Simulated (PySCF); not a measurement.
How methods differ on the interval between two levels of Ti²⁺

Ti²⁺ [Ar] 3d2 [3F4, M_J = 4] → Ti²⁺ [Ar] 3d1 4s1 [3D3, M_J = 3], as a difference of total energies. Calculation: PySCF 2.14, in x2c-SVPall-2c with one added diffuse shell each of s, d type (6s5p4d1f, 48 functions); the two-component X2C-1e Hamiltonian. Correlated levels: [Ne] frozen; the 6 highest virtual spinors dropped. "Screened" scales the spin-orbit matrix elements by Boettger's factors to mimic the two-electron term; Breit and QED terms are absent.

```csv
method,interval between two levels (cm⁻¹)
GHF (spin-free),41651
GMP2 (spin-free),39293
GHF (screened spin-orbit),41605
GMP2 (screened spin-orbit),39248
```

The labels give the starting determinants; with spin-orbit coupling the two ends relaxed to ⟨J²⟩ = 20.00, ⟨L²⟩ = 12.00, ⟨S²⟩ = 2.00 and ⟨J²⟩ = 12.00, ⟨L²⟩ = 6.00, ⟨S²⟩ = 2.00.
